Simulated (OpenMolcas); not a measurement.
## Rh I: effect of the IPEA shift

| Property | Result |
| --- | --- |
| Program | OpenMolcas 26.06 |
| Basis | ANO-RCC-VTZP [7s6p4d2f1g] |
| Scalar Hamiltonian | DKH2, point nucleus |
| Active space | 9 electrons in 6 orbitals (4d 5s) |
| State averaging | 2S+1 = 4 even, 20 roots; 2S+1 = 2 even, 49 roots |
| Spin-orbit coupling | state interaction with AMFI integrals over the reference wave functions, term energies averaged over their components |

Methods on the same reference wave functions:
A. CASSCF
B. MS-CASPT2, IPEA 0 Eh, imaginary shift 0.1 Eh (closed shells correlated: 4s 4p)
C. MS-CASPT2, IPEA 0.25 Eh, imaginary shift 0.1 Eh (closed shells correlated: 4s 4p)

Energies in cm⁻¹ above 4d⁸ 5s ⁴F_9/2, the measured ground level; measured values from NIST Handbook of Basic Atomic Spectroscopic Data.

```
                Level      A      B      C  Measured
        4d⁸ 5s ⁴F_9/2    0.0    0.0    0.0       0.0
        4d⁸ 5s ⁴F_7/2   1556   1408   1472      1530
        4d⁸ 5s ⁴F_5/2   2940   2990   3020      2598
        4d⁸ 5s ²F_7/2   6127   4460   4980      5691
        4d⁸ 5s ²F_5/2   8155   6730   7250      7791
       4d⁷ 5s² ⁴F_9/2  11597   9920  10340          
       4d⁷ 5s² ⁴F_7/2  13501  11920  12290          
4d⁷ 5s² ⁴F_5/2 [65 %]  14805  13380  13740          
 4d⁸ 5s ⁴P_3/2 [71 %]  15133  10590  10690          
 4d⁸ 5s ⁴P_1/2 [72 %]  15539  10760  11630          
4d⁷ 5s² ⁴F_3/2 [68 %]  15897  14470  14770          
 4d⁸ 5s ²P_1/2 [72 %]  17953  11320  13370          
        4d⁸ 5s ²G_9/2  18649  14440  15690          
        4d⁸ 5s ²G_7/2  18747  14550  15770
```

B puts 4d⁹ ²D_5/2 [55 %] lowest.

Deviations, from unrounded energies. A percentage is the sum of absolute deviations over the sum of measured energies, with the sign that they share, or ± where signs differ.

```csv
Against measurement,Levels,A,B,C
mean absolute deviation (cm-1),4,290,700,430
fine structure of the ground term (%),2,+8.9,±12.3,±11.6
other terms of the ground configuration (%),2,+5.9,-17.0,-9.3
```

A lies closest to measurement on these levels and B furthest from it. The largest miss of A in the table is 4d⁸ 5s ²F_7/2, by +440 cm-1. The ranking rests on the paired levels alone, and a cruder setting can come out closer through cancelling errors.

Between B and C the level of the table that moves most is 4d⁸ 5s ²P_1/2 [72 %], by 2000 cm-1 (lowest in B, highest in C). Moves below CASPT2's spread within the term are not significant.

The mean deviations of B to C differ by less than CASPT2's widest spread within a term (1700 cm-1), so their order carries little weight.

From A to B the spin-free energies of the other terms of 4d⁸ 5s shown, above ⁴F, scale by factors of 0.56 to 0.75.

The lowest spin-free term lies below A's lowest term by 0.604 hartree in B, 0.586 hartree in C.

Term energies are means over components that CASPT2 splits; among the terms shown or strongly mixed into the levels shown the widest spread is 1700 cm-1 (4d⁸ 5s ⁴F, B). Over all roots computed the reference weight is 0.81 to 0.88 in B, 0.82 to 0.89 in C; the roots of lowest weight are the least certain, and an intruder state may touch them. A single d shell beside an s shell can misplace configurations of different d count against each other. The CASPT2 spread within a term exceeds the gap to the next term for 4d⁹ ²D and 4d⁸ 5s ⁴F, 4d⁸ 5s ²D and 4d⁸ 5s ²G, so the order of their levels is uncertain, and so are names and mixing where such terms share a J (figures for B; the like holds for C). Without dynamic correlation excited terms often stand tens of per cent too high (terms of higher spin than the ground term too low), and those without a measured partner can miss by more than the paired ones (holds for A). Some levels mix across a computed gap that differs much from the measured one, so their mixing is not that of the real levels (holds for B). The lowest computed level is not the ground level that NIST lists (4F9/2) (holds for B). Measured partners are found by configuration, term and J. A level has none where our copy of the source lacks it or the pairing is in doubt (some pairs that miss far off the trend of their configuration count as doubtful), and it then counts in no deviation. Only configurations of the active space appear. Levels that lie high or do not pair safely by name in every column are left out.

A share in square brackets marks a mixed level and gives the weight of the term that names it, the lowest over the columns.
